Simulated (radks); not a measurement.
Values are calculated unless marked as measured or tabulated.
Question: Successive ionisation energies (eV) of one element, from differences of total energies of ions in their ground configurations, starting at charge 2: 55.368, 77.418, 112.13, 138.01, 735.43, 866.71. Code: a radial shooting solver on a logarithmic mesh with Libxc functionals. Model: non-relativistic Kohn-Sham, PBEsol, spin-polarised, spherical densities, point nucleus; open shells are filled with parallel spins first. Which element is it?

Answer: Oxygen (Z = 8). The first species listed is O2+ in [He] 2s2 2p2, the last O7+ in 1s1.
